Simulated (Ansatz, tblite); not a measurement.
Removing and adding an electron: `c1csc(-c2ccc(-c3ccc(-c4ccc(-c5ccc(-c6ccc(-c7cccs7)s6)s5)s4)s3)s2)c1`. Total charge 0; singlet. Geometry: r2SCAN-D4/def2-SVP. Ansatz, gas phase; energy differences of separate SCF runs; the oxidised species was run as a doublet alone; the reduced species was run as a doublet alone.

```xyz
51

C    -9.2216   -6.0132   -5.1723
C    -9.1153   -6.0011   -6.5447
S    -7.7147   -5.1443   -7.0684
C    -7.2458   -4.7777   -5.4272
C    -6.0542   -4.0153   -5.1544
C    -5.1362   -3.4716   -6.0448
C    -4.0811   -2.7819   -5.4146
C    -4.1687   -2.7827   -4.0261
C    -3.2839   -2.1878   -3.0643
C    -3.3655   -2.1854   -1.6749
C    -2.3089   -1.4949   -1.0500
C    -1.3922   -0.9527   -1.9463
C    -0.2033   -0.1935   -1.6840
C     0.7090    0.3449   -2.5883
C     1.7689    1.0381   -1.9762
C     1.6979    1.0452   -0.5847
C     2.6097    1.6553    0.3429
C     3.7698    2.3721    0.0578
C     4.4373    2.8386    1.2051
C     3.8077    2.4916    2.3976
C     4.1971    2.7915    3.7462
C     3.5728    2.4473    4.9414
C     4.2461    2.9196    6.0853
C     5.4040    3.6323    5.7931
C     6.3261    4.2487    6.7151
C     6.2663    4.2663    8.1036
C     7.3441    4.9674    8.7000
C     8.2227    5.4848    7.7743
S     7.7384    5.1128    6.1640
S     5.6447    3.7127    4.0676
S     2.3617    1.5707    2.0688
S     0.2820    0.1762   -0.0485
S    -1.8653   -1.3148   -3.5883
S    -5.5902   -3.6563   -3.5108
C    -8.1612   -5.3202   -4.5347
H   -10.0368   -6.5050   -4.6379
H    -9.7808   -6.4494   -7.2823
H    -5.2357   -3.5776   -7.1275
H    -3.2661   -2.2899   -5.9504
H    -4.1783   -2.6763   -1.1348
H    -2.2045   -1.3866    0.0320
H     0.5970    0.2324   -3.6691
H     2.5743    1.5246   -2.5288
H     4.1187    2.5492   -0.9608
H     5.3628    3.4185    1.1788
H     2.6474    1.8676    4.9738
H     3.9013    2.7460    7.1060
H     5.4661    3.7855    8.6691
H     7.4688    5.0887    9.7780
H     9.1302    6.0633    7.9463
H    -8.0623   -5.2139   -3.4519
```

The xTB rows come from tblite. Single mean-field runs in def2-SVP are fitted with def2-universal-jkfit.

(1) Estimate orbital energies and vertical ionisation energies and electron affinities at: GFN1-xTB; GFN2-xTB; PBE-D4/def2-SVP; PBE0-D4/def2-SVP.

Results:

(1) 
| level | −HOMO (eV) | vertical IE (eV) | −LUMO (eV) | vertical EA (eV) | HOMO–LUMO gap (eV) | IE − EA (eV) |
| --- | --- | --- | --- | --- | --- | --- |
| GFN1-xTB | 10.13 | 11.47 | 8.70 | 7.35 | 1.44 | 4.12 |
| GFN2-xTB | 9.56 | 10.86 | 8.17 | 6.89 | 1.39 | 3.98 |
| PBE-D4/def2-SVP | 4.35 | 5.69 | 2.89 | 1.66 | 1.47 | 4.03 |
| PBE0-D4/def2-SVP | 5.09 | 6.01 | 2.41 | 1.57 | 2.68 | 4.44 |

   Raw xTB energy differences between charge states are shifted by several eV; the methods need an empirical correction for them. Sets without diffuse functions give affinities that are too small.
